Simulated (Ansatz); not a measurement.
The inner images of a band of GeH₆Si (8 atoms, charge 0, multiplicity 1) are given out of order.

The calculation used RKS PBE-D4/def2-SVP (Ansatz).

Image 0:

```xyz
8
Properties=species:S:1:pos:R:3
Ge -1.023 0.197 1.542
H -1.291 -0.850 0.322
Si 0.397 -0.075 -0.600
H -0.719 1.337 0.417
H 0.554 -0.211 1.468
H 0.948 -1.474 -0.709
H 1.561 0.881 -0.605
H -0.427 0.194 -1.834
```

Image 6:

```xyz
8
Properties=species:S:1:pos:R:3
Ge -0.650 0.126 0.982
H -1.822 -0.892 0.990
Si 0.663 -0.126 -0.999
H -1.247 1.556 1.068
H 0.214 -0.117 2.249
H 1.172 -1.539 -1.106
H 1.840 0.811 -0.971
H -0.171 0.181 -2.214
```

Task: Put them in order from the first end to the last, with their energies above the first end.
A.
```xyz
8
Properties=species:S:1:pos:R:3
Ge -0.709 0.143 1.067
H -1.715 -0.958 0.715
Si 0.571 -0.119 -0.864
H -1.066 1.607 0.781
H 0.447 -0.171 2.026
H 1.099 -1.522 -0.882
H 1.690 0.878 -0.799
H -0.317 0.142 -2.044
```
B.
```xyz
8
Properties=species:S:1:pos:R:3
Ge -0.996 0.195 1.503
H -1.404 -0.890 0.405
Si 0.441 -0.086 -0.666
H -0.796 1.413 0.486
H 0.547 -0.206 1.602
H 0.996 -1.483 -0.772
H 1.600 0.877 -0.663
H -0.387 0.181 -1.896
```
C.
```xyz
8
Properties=species:S:1:pos:R:3
Ge -0.943 0.191 1.421
H -1.507 -0.934 0.489
Si 0.483 -0.097 -0.727
H -0.884 1.494 0.555
H 0.542 -0.195 1.733
H 1.036 -1.495 -0.807
H 1.631 0.877 -0.716
H -0.357 0.160 -1.950
```
D.
```xyz
8
Properties=species:S:1:pos:R:3
Ge -0.820 0.170 1.233
H -1.616 -0.970 0.595
Si 0.520 -0.109 -0.784
H -0.985 1.571 0.645
H 0.518 -0.172 1.887
H 1.073 -1.506 -0.827
H 1.649 0.882 -0.758
H -0.341 0.134 -1.991
```
E.
```xyz
8
Properties=species:S:1:pos:R:3
Ge -0.654 0.131 0.988
H -1.792 -0.908 0.857
Si 0.624 -0.130 -0.949
H -1.139 1.600 0.938
H 0.332 -0.160 2.144
H 1.143 -1.538 -0.974
H 1.751 0.861 -0.878
H -0.265 0.144 -2.127
```

Result: B (+4.8 kJ/mol), C (+9.8 kJ/mol), D (-11.7 kJ/mol), A (-71.5 kJ/mol), E (-114.4 kJ/mol).

Run time: 62 s on 2 threads of Arm Neoverse V1, with other jobs on the host, peak memory 0.15 GiB.
